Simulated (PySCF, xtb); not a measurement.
S₄, SMILES S=S(=S)=S.

Harmonic wavenumbers (cm⁻¹) from GFN2-xTB run with xtb at its own minimum, in rising order: 147, 182, 182, 454, 655, 656.

Q: What does ωB97X-D3(BJ)/def2-SVP (PySCF) give at its own minimum? (Estimate from the structure and the level; the computed values follow.)

A: 248, 248, 275, 516, 770, 771. Paired by order, the mean absolute difference is 92 cm⁻¹ and the zero-point energies are 3.3 and 4.0 kcal/mol.
